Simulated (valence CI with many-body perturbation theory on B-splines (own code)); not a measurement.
# Cl II: electric-dipole lines

Computed by valence CI with perturbative core correlation (CI+MBPT): six valence electrons over a frozen Dirac-Fock core [Ne], a basis of 9 s, 9 p, 8 d, 6 f, 3 g, 1 h functions for each j, with the one-electron correlation potential Σ1 (screened to all orders), the two-electron term Σ2, the three-electron term Σ3, Breit, model QED; selected single and double excitations, second order for the rest, scaled by the run's own slope (own B-spline code, finite nucleus).

Against 32 measured levels this calculation errs by 179 cm⁻¹ on average and by 395 at most. Among the levels kept, up to 2000 cm⁻¹ of a level comes from second order outside the variational space, and about a tenth of that is noise between levels of different J, which matters for small intervals.

Lines 1 to 50 of 128 in falling wavelength, among levels below 131768 cm⁻¹, chosen from the strongest by gf and those to the six lowest levels. Wavelengths and rates use the calculated energies, so an error of 200 cm⁻¹ moves a line at 2090 nm by 4.2 % and its rate by three times that or more. Electric multipoles are in the length gauge, E1 and E2 with the static RPA response of the core. Weak lines are less certain than strong ones. Lines between different terms over intervals too small for the method are left out, as are lines whose strength nearly cancels and 8 of this kind that miss the measured wavelength by over 7 %. The highest levels of a list are the least certain.

Names give the largest LS component (configuration and term), which can be under half, so a name can repeat, a term be missing and a line seem to break the LS rules; names also repeat where a configuration has a term twice.

| λ vac (nm) | λ from measured levels | Upper | Lower | A (s⁻¹) | S (a.u.) |
| --- | --- | --- | --- | --- | --- |
| 2090 | 2006 | 3s²3p³4p ³P_2 | 3s²3p³4s ³D°_3 | 3.07e+04 | 6.93e-01 |
| 2087 | 1996 | 3s²3p³4p ³P_1 | 3s²3p³4s ³D°_2 | 2.58e+04 | 3.48e-01 |
| 2085 | 1983 | 3s²3p³4p ³P_0 | 3s²3p³4s ³D°_1 | 3.50e+04 | 1.57e-01 |
| 2084 | 1988 | 3s²3p³4p ³P_1 | 3s²3p³4s ³D°_1 | 1.06e+04 | 1.43e-01 |
| 2080 | 1991 | 3s²3p³4p ³P_2 | 3s²3p³4s ³D°_2 | 7.13e+03 | 1.58e-01 |
| 2077 | 1983 | 3s²3p³4p ³P_2 | 3s²3p³4s ³D°_1 | 5.41e+02 | 1.20e-02 |
| 1930 | 1802 | 3s²3p³4p ³P_2 | 3s²3p³3d ³F°_3 | 2.81e+02 | 4.98e-03 |
| 1869 | 1747 | 3s²3p³4p ³P_1 | 3s²3p³3d ³F°_2 | 2.19e+02 | 2.12e-03 |
| 1864 | 1744 | 3s²3p³4p ³P_2 | 3s²3p³3d ³F°_2 | 4.46e+01 | 7.12e-04 |
| 1606 | 1536 | 3s²3p³4p ³P_1 | 3s²3p³3d ¹S°_0 | 1.14e+01 | 6.97e-05 |
| 1182 | 1139 | 3s²3p³4p ⁵P_1 | 3s²3p³3d ³D°_1 | 2.44e+02 | 5.97e-04 |
| 1177 | 1133 | 3s²3p³4p ⁵P_1 | 3s²3p³3d ³D°_2 | 9.86e+02 | 2.38e-03 |
| 1176 | 1134 | 3s²3p³4p ⁵P_2 | 3s²3p³3d ³D°_1 | 8.18e+00 | 3.28e-05 |
| 1170 | 1128 | 3s²3p³4p ⁵P_2 | 3s²3p³3d ³D°_2 | 2.26e+02 | 8.92e-04 |
| 1170 | 1130 | 3s²3p³4p ⁵P_2 | 3s²3p³3d ³D°_3 | 2.36e+03 | 9.34e-03 |
| 1162 | 1120 | 3s²3p³4p ⁵P_3 | 3s²3p³3d ³D°_2 | 1.22e+01 | 6.63e-05 |
| 1162 | 1121 | 3s²3p³4p ⁵P_3 | 3s²3p³3d ³D°_3 | 9.19e+01 | 4.99e-04 |
| 860.7 | 838.5 | 3s²3p³4p ³P_0 | 3s²3p³3d ³D°_1 | 9.42e+06 | 2.96e+00 |
| 860.5 | 839.4 | 3s²3p³4p ³P_1 | 3s²3p³3d ³D°_1 | 2.36e+06 | 2.23e+00 |
| 859.4 | 838.5 | 3s²3p³4p ³P_2 | 3s²3p³3d ³D°_1 | 9.52e+04 | 1.49e-01 |
| 857.7 | 836.4 | 3s²3p³4p ³P_1 | 3s²3p³3d ³D°_2 | 7.10e+06 | 6.64e+00 |
| 856.6 | 835.5 | 3s²3p³4p ³P_2 | 3s²3p³3d ³D°_2 | 1.43e+06 | 2.22e+00 |
| 856.5 | 836.3 | 3s²3p³4p ³P_2 | 3s²3p³3d ³D°_3 | 8.00e+06 | 1.24e+01 |
| 795.3 | 771.3 | 3s²3p³4p ⁵P_1 | 3s²3p³3d ¹P°_1 | 4.85e+00 | 3.61e-06 |
| 792.4 | 768.9 | 3s²3p³4p ⁵P_2 | 3s²3p³3d ¹P°_1 | 6.00e-01 | 7.37e-07 |
| 635.6 | 620.7 | 3s²3p³4p ³P_0 | 3s²3p³3d ¹P°_1 | 1.68e+04 | 2.13e-03 |
| 635.5 | 621.2 | 3s²3p³4p ³P_1 | 3s²3p³3d ¹P°_1 | 7.24e+03 | 2.75e-03 |
| 634.9 | 620.7 | 3s²3p³4p ³P_2 | 3s²3p³3d ¹P°_1 | 1.70e+02 | 1.07e-04 |
| 627.5 | 624.5 | 3s²3p³4p ⁵P_1 | 3s²3p³4s ³S°_1 | 2.86e+04 | 1.05e-02 |
| 625.6 | 622.9 | 3s²3p³4p ⁵P_2 | 3s²3p³4s ³S°_1 | 5.62e+04 | 3.39e-02 |
| 551.8 | 545.8 | 3s²3p³4p ⁵P_1 | 3s²3p³3d ⁵D°_2 | 1.40e+07 | 3.48e+00 |
| 551.7 | 545.9 | 3s²3p³4p ⁵P_1 | 3s²3p³3d ⁵D°_1 | 1.80e+07 | 4.46e+00 |
| 551.1 | 545.9 | 3s²3p³4p ⁵P_1 | 3s²3p³3d ⁵D°_0 | 7.74e+06 | 1.92e+00 |
| 550.4 | 544.6 | 3s²3p³4p ⁵P_2 | 3s²3p³3d ⁵D°_2 | 1.41e+07 | 5.79e+00 |
| 550.3 | 544.6 | 3s²3p³4p ⁵P_2 | 3s²3p³3d ⁵D°_1 | 3.61e+06 | 1.49e+00 |
| 550.1 | 544.5 | 3s²3p³4p ⁵P_2 | 3s²3p³3d ⁵D°_3 | 2.27e+07 | 9.32e+00 |
| 548.6 | 542.6 | 3s²3p³4p ⁵P_3 | 3s²3p³3d ⁵D°_2 | 1.16e+06 | 6.62e-01 |
| 548.4 | 542.5 | 3s²3p³4p ⁵P_3 | 3s²3p³3d ⁵D°_3 | 8.17e+06 | 4.66e+00 |
| 547.7 | 542.5 | 3s²3p³4p ⁵P_3 | 3s²3p³3d ⁵D°_4 | 3.18e+07 | 1.80e+01 |
| 523.6 | 521.9 | 3s²3p³4p ³P_0 | 3s²3p³4s ³S°_1 | 7.89e+07 | 5.59e+00 |
| 523.6 | 522.3 | 3s²3p³4p ³P_1 | 3s²3p³4s ³S°_1 | 7.90e+07 | 1.68e+01 |
| 523.2 | 521.9 | 3s²3p³4p ³P_2 | 3s²3p³4s ³S°_1 | 7.91e+07 | 2.80e+01 |
| 483.1 | 482.1 | 3s²3p³4p ⁵P_1 | 3s²3p³4s ⁵S°_2 | 9.69e+07 | 1.62e+01 |
| 482.0 | 481.1 | 3s²3p³4p ⁵P_2 | 3s²3p³4s ⁵S°_2 | 9.76e+07 | 2.70e+01 |
| 480.7 | 479.6 | 3s²3p³4p ⁵P_3 | 3s²3p³4s ⁵S°_2 | 9.85e+07 | 3.78e+01 |
| 469.8 | 466.1 | 3s²3p³4p ³P_1 | 3s²3p³3d ⁵D°_2 | 2.62e+03 | 4.03e-04 |
| 469.8 | 465.8 | 3s²3p³4p ³P_0 | 3s²3p³3d ⁵D°_1 | 2.82e+03 | 1.44e-04 |
| 469.8 | 466.1 | 3s²3p³4p ³P_1 | 3s²3p³3d ⁵D°_1 | 1.19e+04 | 1.82e-03 |
| 469.5 | 465.8 | 3s²3p³4p ³P_2 | 3s²3p³3d ⁵D°_2 | 1.91e+04 | 4.87e-03 |
| 469.4 | 465.9 | 3s²3p³4p ³P_2 | 3s²3p³3d ⁵D°_1 | 6.71e+03 | 1.71e-03 |
